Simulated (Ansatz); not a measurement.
Zn12H30Se12, 54 atoms. Hardware: 11 threads of AMD EPYC 7R13 on a shared host and a whole NVIDIA H100 80GB HBM3.

Single mean-field runs in def2-SVP are fitted with def2-universal-jkfit.

Question: How many basis functions does each of these Ansatz runs have, and roughly what does it cost? PBE-D4/def2-SVP, charge -1 doublet at the geometry of the charge 0 singlet, energy, from earlier orbitals; PBE0-D4/def2-SVP, charge -1 doublet at the geometry of the charge 0 singlet, energy; PBE-D4/def2-SVP, charge 1 doublet at the geometry of the charge 0 singlet, energy, from earlier orbitals; PBE-D4/def2-SVP, charge 0 triplet at the geometry of the charge 0 singlet, energy, from earlier orbitals; PBE0-D4/def2-SVP, charge 0 singlet, energy and forces, from earlier orbitals; PBE0-D4/def2-SVP, charge 1 doublet at the geometry of the charge 0 singlet, energy; r2SCAN-D4/def2-SVP, charge 0 singlet, energy, from earlier orbitals; PBE0-D4/def2-SVP, charge 0 triplet at the geometry of the charge 0 singlet, energy; PBE-D4/def2-SVP, charge 0 singlet, relaxation, 52 steps; PBE-D4/def2-SVP, charge 0 singlet, energy and forces, from earlier orbitals.

Answer: Other jobs shared the machine, so times can vary by a factor of up to 3.

| run | functions | fitting or Cholesky vectors | wall time | peak host memory (GiB) |
| --- | --- | --- | --- | --- |
| PBE-D4/def2-SVP, charge 0 singlet, energy and forces, from earlier orbitals | 906 | 6900 | 7.5 s | 1.8 |
| r2SCAN-D4/def2-SVP, charge 0 singlet, energy, from earlier orbitals | 906 | 6900 | 7.5 s | 1.7 |
| PBE-D4/def2-SVP, charge -1 doublet at the geometry of the charge 0 singlet, energy, from earlier orbitals | 906 | 6900 | 15 s | 1.8 |
| PBE0-D4/def2-SVP, charge 0 singlet, energy and forces, from earlier orbitals | 906 | 6900 | 21 s | 13 |
| PBE-D4/def2-SVP, charge 0 triplet at the geometry of the charge 0 singlet, energy, from earlier orbitals | 906 | 6900 | 23 s | 1.8 |
| PBE-D4/def2-SVP, charge 1 doublet at the geometry of the charge 0 singlet, energy, from earlier orbitals | 906 | 6900 | 25 s | 1.8 |
| PBE0-D4/def2-SVP, charge -1 doublet at the geometry of the charge 0 singlet, energy | 906 | 6900 | 28 s | 1.9 |
| PBE0-D4/def2-SVP, charge 0 triplet at the geometry of the charge 0 singlet, energy | 906 | 6900 | 71 s | 1.9 |
| PBE0-D4/def2-SVP, charge 1 doublet at the geometry of the charge 0 singlet, energy | 906 | 6900 | 71 s | 1.9 |
| PBE-D4/def2-SVP, charge 0 singlet, relaxation, 52 steps | 906 | 6900 | 4.5 min | 1.8 |
